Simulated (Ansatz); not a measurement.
Spectroscopic constants of CuH, closed-shell singlet (the spin of the measured ground state). No spin–orbit coupling. Cu is treated without relativity.

Seven points along R, fitted to fifth degree in 1/R; most abundant isotopes. Runs in def2 and cc sets follow the lowest solution found near the PBE0 minimum. The singlet is held restricted. HF and MP2 rows in def2 and cc sets belong to the determinant that coupled cluster picked by its CCSD energy.

Correlated levels freeze the inner cores; with def2 sets outer-core shells near the valence are correlated too. CBS: X⁻³ extrapolation of the correlation energy, Hartree–Fock from the larger set.

Run with Ansatz (Gaussian basis) for Hartree–Fock, density functionals and correlated methods. Each number belongs to the level named beside it.

D_e counts from each atom's lowest state at the same level, without counterpoise or zero-point energy.

```csv
level,r_e (Å),ω_e (cm⁻¹),ω_e x_e (cm⁻¹),D_e (eV),dipole (D)
HF/def2-TZVPP,1.566,1654,25,-,-
SVWN5/def2-TZVPP,1.450,1974,35,3.26,2.04
r2SCAN/def2-TZVPP,1.458,(withheld),35,2.81,2.51
B3LYP/def2-TZVPP,1.478,1873,33,2.70,2.55
MP2/def2-QZVPP,1.429,2174,49,-,-
SCS-MP2/def2-TZVPP,1.452,1962,36,-,-
CCSD/def2-QZVPP,1.475,1942,48,2.69,-
"CCSD(T)/CBS(def2-TZVPP, def2-QZVPP)",(withheld),(withheld),55,-,-
```

Some entries are withheld; supply them.


- CCSD(T)/CBS(def2-TZVPP, def2-QZVPP), r_e (Å): 1.462
- CCSD(T)/CBS(def2-TZVPP, def2-QZVPP), ω_e (cm⁻¹): 2063
- r2SCAN/def2-TZVPP, ω_e (cm⁻¹): 1967

Measured for the ground state: r_e 1.4626 Å, ω_e 1941.3 cm-1, ω_e x_e 37.51 cm-1, B_e 7.9441 cm-1, α_e 0.2563 cm-1 [Huber and Herzberg (1979), NIST Chemistry WebBook]. D_0 2.602 ± 0.062 eV (a handbook's tabulated 298 K bond energy less 3RT/2; such tables hold older values) [Luo, bond dissociation energies, CRC Handbook].

Ansatz is a quantum-chemistry and plane-wave program.
